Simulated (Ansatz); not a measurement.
One change: `[SiH3]N([SiH3])[Si]S` becomes `[SiH3][N]([SiH3])[Ag]`.

Ansatz, PBE0-D4/def2-TZVP geometries, multiplicity 1. Each molecule was computed in one conformer, which needn't be the lowest.

Elements past krypton have def2 core potentials.

```json
{"property": "LUMO energy (B3LYP/def2-TZVPP) / eV", "`[SiH3]N([SiH3])[Si]S`": "-1.93"}
{"property": "size of the dipole moment (ωB97M-V/def2-TZVPP) / D", "`[SiH3]N([SiH3])[Si]S`": "1.73"}
{"property": "HOMO–LUMO gap (PBE0/def2-TZVPP) / eV", "`[SiH3]N([SiH3])[Si]S`": "5.08"}
{"property": "LUMO energy (PBE/def2-TZVPP) / eV", "`[SiH3]N([SiH3])[Si]S`": "-2.56"}
{"property": "zero-point energy (PBE0-D4/def2-TZVP) / kJ/mol", "`[SiH3]N([SiH3])[Si]S`": "175.7"}
{"property": "LUMO energy (PBE0/def2-TZVPP) / eV", "`[SiH3]N([SiH3])[Si]S`": "-1.79"}
```

(1) What does the change do to each property? (An estimate is asked.)

Results:

(1) Ansatz gave: 
```
                                          property  `[SiH3][N]([SiH3])[Ag]`  shift
               LUMO energy (B3LYP/def2-TZVPP) / eV                    -3.43  -1.50
size of the dipole moment (ωB97M-V/def2-TZVPP) / D                     5.60   3.87
              HOMO–LUMO gap (PBE0/def2-TZVPP) / eV                     3.52  -1.56
                 LUMO energy (PBE/def2-TZVPP) / eV                    -3.94  -1.38
    zero-point energy (PBE0-D4/def2-TZVP) / kJ/mol                    145.2  -30.5
                LUMO energy (PBE0/def2-TZVPP) / eV                    -3.06  -1.27
```

With PBE0 the HOMO rises by 0.29 eV and the LUMO falls by 1.27 eV, so the gap narrows by about 1.56 eV. PBE moves the HOMO by 0.38 eV and ωB97M-V by 0.20 eV. The zero-point energy changes by -30.5 kJ/mol with -6 modes. Dipoles are sizes alone; their direction can turn.

B3LYP here is the variant with VWN-RPA as its local correlation; programs differ in this.
